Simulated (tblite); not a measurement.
Task: Give a GFN2-xTB geometry of `[CH2]/C(=C/F)CCN` [radical]. (Doublet state.)

Result: 
```xyz
16
C5H9FN angstrom
C     -1.7576    1.2515    0.3106
C     -1.0554    0.3123   -0.4045
C     -1.7149   -0.6822   -1.0941
F     -1.0465   -1.6056   -1.8031
C      0.4492    0.3273   -0.4036
C      0.9992   -0.5588    0.7355
N      2.4389   -0.5305    0.8811
H     -2.8314    1.2407    0.3445
H     -1.2499    2.0270    0.8526
H     -2.7838   -0.8079   -1.1432
H      0.8039    1.3506   -0.2619
H      0.8292   -0.0430   -1.3585
H      0.5609   -0.2338    1.6836
H      0.7016   -1.5961    0.5611
H      2.7605    0.4163    1.0555
H      2.8885   -0.8589    0.0330
```

Any rigid rotation of these coordinates is as good. Atoms count from 1 in this order. Of the pairs four or more bonds apart, F4···H12 is among the closest relative to their van der Waals radii: 2.48 Å, 93 % of the sum of Bondi's values. C1 (carbon bonded to C and 2 H) is planar (angles 121.4°, 121.0° and 117.6°, sum 360.0°, 0.00 Å off the plane of its three neighbours). The 4 C–C bonds span 1.374 Å (C1–C2, drawn single in one of several resonance forms) to 1.544 Å (C5–C6, drawn single), a spread of 0.170 Å. N7 (nitrogen bonded to C and 2 H) is pyramidal (angles 110.5°, 110.5° and 107.8°, sum 328.8°, 0.37 Å off the plane of its three neighbours).

Bonds between heavy atoms (Å): C1–C2 1.374, C2=C3 1.378, C3–F4 1.342, C2–C5 1.505, C5–C6 1.544, C6–N7 1.447.

Structure optimised with GFN2-xTB, isolated species. This method treats the open shell by occupation alone, without spin polarisation.

Point group: C1 (no symmetry element, even within 0.4 Å). Its GFN2-xTB frequencies are all real (lowest 40 cm⁻¹). Torsions: H–C1–C2–C3 -1° and 180°, C1–C2–C5–C6 91°, C2–C5–C6–N7 -176°, C5–C6–N7–H 59° and -60°. 3 starts were optimised and ended at 0.00, 1.52 and 1.57 kcal/mol (GFN2-xTB); the lowest of these is shown.

One conformer stands for the species.

The numbers are calculated, not measured.
